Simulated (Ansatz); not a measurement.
C₃H₉BO (SMILES CCB(C)O), singlet, geometry from GFN2-xTB, with bond 3-2 at 2.4 times its length; CASSCF(2,3)/STO-3G (Ansatz, an electronic-structure program).

Ansatz was given this input:
Ansatz 0.2 input:
```yaml
crystal:
  periodic: [false, false, false]
  atoms:
    - {symbol: B, position_ang: [0.00976623, 0.41596556, 0.45331312]}
    - {symbol: C, position_ang: [-1.27729295, -0.30134842, 1.06123016]}
    - {symbol: H, position_ang: [-0.85593815, -2.86185896, 1.35351966]}
    - {symbol: H, position_ang: [-2.13381166, -0.20657672, 0.39762277]}
    - {symbol: H, position_ang: [-1.56900839, 0.09403009, 2.03367723]}
    - {symbol: C, position_ang: [0.53016888, 0.09705995, -1.02225031]}
    - {symbol: C, position_ang: [0.19587892, -1.29407343, -1.56216402]}
    - {symbol: H, position_ang: [1.60973383, 0.25000362, -1.07496802]}
    - {symbol: H, position_ang: [0.09457630, 0.84025822, -1.69699737]}
    - {symbol: H, position_ang: [-0.87958401, -1.45113881, -1.58224288]}
    - {symbol: H, position_ang: [0.64056472, -2.06362183, -0.93527459]}
    - {symbol: H, position_ang: [0.57755438, -1.41777773, -2.57399772]}
    - {symbol: O, position_ang: [0.70396041, 1.33476919, 1.13821155]}
    - {symbol: H, position_ang: [0.38865970, 1.55524110, 2.01601015]}
basis:
  gaussian:
    orbitals: STO-3G
hamiltonian:
  xc: hf
magnetization: {spin_polarized: false}
correlation: {active_space: {window: {electrons: 2, orbitals: 3}}}
```

**Question.** Write the output that Ansatz gives for this input, abridged.

**Answer.** 
```
Functional definition: HF
470 factors; integrals over basis functions are off by at most 1.1e-4 eV
mean field evaluation 1: about -5857.0710 eV, gradient 2.7e1 eV
mean field evaluation 2: about -5857.2811 eV, gradient 2.7e1 eV
mean field evaluation 4: about -5861.1168 eV, gradient 4.3e0 eV
mean field evaluation 8: about -5861.2138 eV, gradient 2.6e-2 eV
mean field -5861.21100436 eV, -215.3955315387 hartree, gradient 2.3e-6 eV, S^2 0.000000; 0 other end points of the search recorded, 0 dependent functions left out
reference -5861.21100436 eV, -215.3955315387 hartree; 20, 20 occupied and 14, 14 virtual orbitals, 470 factors
state -5866.05329510 eV, -215.5734824412 hartree
Total energy: -5866.05329510 eV, -215.5734824412 hartree
```
